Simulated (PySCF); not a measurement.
## Sb₂: energy against distance

Set-up: PySCF, spin-free X2C with a Gaussian nucleus, basis sets Sb x2c-TZVPPall. Energies in eV from Sb + Sb in their ground configurations at the same level. All curves are PBE0. state 1: triplet, unpaired electrons π ↑↑, a mixture of terms (⟨Lz²⟩ = 2.0), a second solution, started from another occupation; state 2: quintet, unpaired electrons π ↑↑↑↑, a second solution, started from another occupation; state 3: triplet, unpaired electrons π ↑↑, a mixture of terms (⟨Lz²⟩ = 2.0), a second solution, started from another occupation.

| R (Å) | state 1 | state 2 | state 3 |
| --- | --- | --- | --- |
| 2.135 | 1.675 | 4.288 | 2.1941 |
| 2.234 | 0.313 | 2.512 | 0.8288 |
| 2.333 | -0.572 | 1.241 | -0.0587 |
| 2.408 | -1.001 | 0.543 | -0.4891 |
| 2.482 | -1.276 | 0.015 | -0.7658 |
| 2.557 | -1.430 | -0.376 | -0.9215 |
| 2.656 | -1.493 | -0.728 | -0.9860 |
| 2.780 | -1.409 | -0.968 | -0.9034 |
| 2.929 | -1.157 | -1.052 | -0.6521 |
| 3.127 | -0.687 | -0.954 | -0.1829 |

**Question.** Put a parabola through the three lowest points of the state 1 curve and estimate Re, k and ωe (reduced mass 60.45 u; 1 eV/Å² = 0.16022 mdyn/Å; ωe = 1302.8·√(k/μ) cm⁻¹).

**Answer.** Through R = 2.557, 2.656, 2.78 Å the second-order coefficient is 5.89 eV/Å², so Re ≈ 2.661 Å, k ≈ 1.89 mdyn/Å and ωe ≈ 230 cm⁻¹. A polynomial fit of higher order to the unrounded PBE0 energies gives Re = 2.653 Å, k = 1.94 mdyn/Å, ωe = 233 cm⁻¹; anharmonicity and rounding make the difference.

The higher-order fit for each curve: state 1: Re = 2.653 Å, ωe = 233 cm⁻¹, minimum 1.49 eV below the ground-state fragments; state 2: Re = 2.931 Å, ωe = 168 cm⁻¹, minimum 1.05 eV below the ground-state fragments; state 3: Re = 2.654 Å, ωe = 233 cm⁻¹, minimum 0.99 eV below the ground-state fragments.

These are scalar-relativistic numbers at best; spin–orbit coupling would shift them, the dissociation energy most.
